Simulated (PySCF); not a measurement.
Input file for PySCF: D3(BJ) and D4 dispersion corrections on CH3Br (SMILES CBr).

```python
from pyscf import gto
from pyscf.dispersion import dftd3, dftd4

mol = gto.M(
    atom='''
    C     0.66592505   -0.01107050    4.06066204
    Br    2.39510863   -0.15416610    3.13730205
    H     0.73912860    0.82364750    4.74841008
    H     0.50662598   -0.94548459    4.58654285
    H    -0.08373926    0.15560539    3.29498854
    ''',
    basis='def2-svp',
    charge=0, spin=0, verbose=0, max_memory=1800)
d3, d4 = {}, {}
for xc in ['hf', 'pbe', 'blyp', 'revpbe', 'tpss', 'r2scan', 'b3lyp', 'pbe0', 'bhlyp', 'camb3lyp', 'b2plyp']:
    d3[xc] = float(dftd3.DFTD3Dispersion(mol, xc=xc, version='d3bj', atm=False).get_dispersion()['energy'])
    print(f'D3(BJ) {xc:10s} {d3[xc]:14.8f} Eh')
for xc in ['hf', 'pbe', 'blyp', 'revpbe', 'tpss', 'r2scan', 'b3lyp', 'pbe0', 'bhlyp', 'camb3lyp', 'b2plyp']:
    d4[xc] = float(dftd4.DFTD4Dispersion(mol, xc={'camb3lyp': 'cam-b3lyp'}.get(xc, xc), atm=True).get_dispersion()['energy'])
    print(f'D4     {xc:10s} {d4[xc]:14.8f} Eh')
```

The log:

```
D3(BJ) hf            -0.02291202 Eh
D3(BJ) pbe           -0.00239583 Eh
D3(BJ) blyp          -0.00530601 Eh
D3(BJ) revpbe        -0.00639985 Eh
D3(BJ) tpss          -0.00300671 Eh
D3(BJ) r2scan        -0.00059130 Eh
D3(BJ) b3lyp         -0.00432463 Eh
D3(BJ) pbe0          -0.00202784 Eh
D3(BJ) bhlyp         -0.00343243 Eh
D3(BJ) camb3lyp      -0.00180546 Eh
D3(BJ) b2plyp        -0.00199556 Eh
D4     hf            -0.00818972 Eh
D4     pbe           -0.00201713 Eh
D4     blyp          -0.00466540 Eh
D4     revpbe        -0.00702885 Eh
D4     tpss          -0.00274214 Eh
D4     r2scan        -0.00043996 Eh
D4     b3lyp         -0.00330961 Eh
D4     pbe0          -0.00165784 Eh
D4     bhlyp         -0.00244028 Eh
D4     camb3lyp      -0.00165945 Eh
D4     b2plyp        -0.00138373 Eh
```

The run finished.

Cost: very roughly 0.07 core-seconds.
